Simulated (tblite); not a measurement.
Compound: C₆H₇O (doublet state).
Structure used (GFN2-xTB), in Å, numbered top down from 1:
```xyz
14
C6H7O angstrom
O      3.5261   -1.1209   -1.3822
C      2.9976   -0.1796   -0.7951
C      1.8043   -0.2205   -0.0975
C      0.6344   -0.2186    0.4411
C     -0.6340    0.1408   -0.2404
C     -1.8978   -0.5710    0.1588
C     -1.7005    0.8601    0.5402
H      3.4808    0.8200   -0.7855
H      0.5175   -0.4909    1.4875
H     -0.5109    0.4003   -1.2832
H     -1.8363   -1.3199    0.9335
H     -2.6058   -0.8100   -0.6193
H     -2.2722    1.6189    0.0286
H     -1.5038    1.0908    1.5763
```

Computed with GFN2-xTB (tblite): harmonic, unscaled wavenumbers at the GFN2-xTB geometry, gas phase. The method is semi-empirical: single wavenumbers can be off by several per cent or more. One conformer, not necessarily the lowest. Open shells enter through the occupations alone, without spin polarisation, and single modes of such species can be off by tens of per cent.

Harmonic wavenumbers (cm⁻¹): 52.5, 60.4, 101.0, 178.4, 294.5, 354.1, 379.2, 624.5, 747.3, 787.0, 829.7, 851.4, 863.2, 957.9, 978.0, 1012.4, 1068.3, 1069.3, 1091.0, 1134.5, 1149.4, 1192.0, 1244.5, 1346.2, 1365.2, 1436.1, 1481.0, 1554.2, 1913.1, 2720.9, 2952.6, 3067.7, 3092.4, 3095.3, 3099.3, 3116.6.

A = 10983, B = 1064, C = 1033 MHz; mass 95.050 u (most abundant isotopes); point group C1, symmetry number 1; spin multiplicity 2.

What is the zero-point energy?

½Σν̃ = 23631 cm⁻¹ = 282.68 kJ/mol.

Give the ideal-gas entropy at 298.15 K and 1 bar in the rigid-rotor, harmonic-oscillator model (classical rotation).

Translation 165.66, rotation 115.81, vibration 86.84, spin (R ln 2) 5.76: S = 374.1 J/(mol K).

And Cp and H(298.15 K) − H(0)?

Cp = 117.46 J/(mol K), of which vibrations give 84.21 (their classical limit is 36 R = 299.3); H(298.15 K) − H(0) = 22.82 kJ/mol without the zero-point energy, 12.90 from vibrations.

How do the functions run with temperature in this model?

```tsv
T (K)	S (J/(mol K))	Cp (J/(mol K))	H − H(0) (kJ/mol)	G − H(0) (kJ/mol)	ln q(vib)
50	240.4	52.4	2.08	-9.94	0.51
100	281.0	65.7	5.05	-23.05	1.55
373.15	402.9	140.6	32.51	-117.85	6.54
500	449.1	175.0	52.61	-171.93	8.74
750	529.7	222.3	102.75	-294.56	13.00
1000	598.1	252.5	162.35	-435.77	17.02
```

q(vib) and H(0) count from the zero-point level.

Which modes carry the vibrational entropy at 298.15 K?

52.5 cm⁻¹: 19.75; 60.4 cm⁻¹: 18.59; 101.0 cm⁻¹: 14.37; 178.4 cm⁻¹: 9.81; 294.5 cm⁻¹: 6.06; 354.1 cm⁻¹: 4.80 J/(mol K); the other 30 give 13.44 together.

Blend soft modes into free rotors: weight 1/[1 + (100 cm⁻¹/ν̃)⁴] for the oscillator and the rest for a rotor with moment μB/(μ + B), μ = h/(8π²ν), B = 10⁻⁴⁴ kg m². What vibrational entropy results?

76.86 J/(mol K) in place of 86.84, which changes −T·S at 298.15 K by +2.97 kJ/mol.

What must be added to the electronic energy to get the Gibbs energy at 298.15 K and 1 bar?

ZPE + [H(298.15 K) − H(0)] − T·S = 282.68 + 22.82 − 111.53 = 193.97 kJ/mol.

Hindered rotation and anharmonicity are outside this model. Other conformers, if any are populated, would add a mixing term that is left out. The structure is chiral; the term R ln 2 for an equal mix with its mirror image is left out.
